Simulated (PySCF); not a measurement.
Input and output

[Gd(H2O)2]3+ (singlet in the valence; each metal's 4f electrons, 7 of them, lie in its core potential, out of spins and levels). PySCF 2.14.0, RKS BLYP, Gd lcecp-1-SVP with ECP53, O def2-SVP, H def2-SVP; non-relativistic Hamiltonian with scalar-relativistic core potentials where named; density fitting; no spin-orbit coupling. Purpose: level BLYP.

```python
mol = gto.M(atom='''
Gd    -1.07902     0.14694     0.00576
O      0.17304    -0.07041     1.84936
H      1.09605     0.25359     2.02277
H     -0.07456    -0.49370     2.71458
O      0.16736     0.03833    -1.85070
H      1.09523    -0.29745    -1.96595
H     -0.08425     0.30351    -2.77582''',
    basis={'Gd': 'lcecp-1-SVP', 'O': 'def2-SVP', 'H': 'def2-SVP'},
    ecp={'Gd': 'lcecp-1-SVP'},
    charge=3, spin=0)
mf = dft.RKS(mol, xc='BLYP')
mf.grids.atom_grid = (75, 302)  # f atoms: unpruned, at least (60, 302)
mf = mf.density_fit()  # fitting sets: Gd AutoAux, O def2-universal-JKFIT, H def2-universal-JKFIT
mf.conv_tol = 1e-08; mf.max_cycle = 55
mf.kernel(dm0)  # dm0: converged density of the relaxed state
mf.nuc_grad_method().kernel()
```

Run from Python with OMP_NUM_THREADS=2; the lines above give its settings. Where DIIS fails, smearing, a level shift and second-order steps follow.
It took 4.1 s on 2 threads of Arm Neoverse V1 (shared host), from an already converged density.

Question: Where do the frontier levels lie, over both spins?

Answer: HOMO -24.63 eV, LUMO -19.54 eV. The 4f levels lie in the core potential and are missing.

Question: What does the SCF print?

Answer: 
```
init E= -187.386777853554
cycle= 1 E= -187.389928255884  delta_E= -0.00315  |g|= 0.0425  |ddm|= 0.245
cycle= 2 E= -187.388589414894  delta_E= 0.00134  |g|= 0.0937  |ddm|= 0.15
cycle= 3 E= -187.390615675337  delta_E= -0.00203  |g|= 0.0108  |ddm|= 0.0706
cycle= 4 E= -187.390661623152  delta_E= -4.59e-05  |g|= 0.0021  |ddm|= 0.0177
cycle= 5 E= -187.390662548605  delta_E= -9.25e-07  |g|= 0.00024  |ddm|= 0.00162
cycle= 6 E= -187.390662554415  delta_E= -5.81e-09  |g|= 0.000172  |ddm|= 0.000256
cycle= 7 E= -187.390662560077  delta_E= -5.66e-09  |g|= 1.23e-05  |ddm|= 0.000115
Extra cycle  E= -187.390662560049  delta_E= 2.81e-11  |g|= 1.78e-05  |ddm|= 2.42e-05
converged SCF energy = -187.390662560049
```

Question: What are the Mulliken charges and spins?

Answer: 
```csv
atom,charge (e),spin (e)
Gd1,2.122,0.000
O2,-0.236,0.000
H3,0.335,0.000
H4,0.339,0.000
O5,-0.234,0.000
H6,0.335,0.000
H7,0.339,0.000
```
The spin of the 4f electrons in the core isn't counted.

Question: What forces act on the atoms (eV/Å)?

Answer: 
```
Gd  -0.32  0.05  0.00
O   -0.21  0.04 -0.39
H    0.54  0.18  0.09
H   -0.16 -0.25  0.50
O   -0.21  0.01  0.38
H    0.53 -0.19 -0.06
H   -0.16  0.16 -0.53
```
Forces carry noise of the integration grid, about 0.01 to 0.03 eV/Å.

The geometry was relaxed with PBE0 (Gd lcecp-1-SVP with ECP53, O def2-SVP, H def2-SVP).

An lcecp potential fixes the number of 4f electrons, so in runs with it no electron can move into or out of that shell.
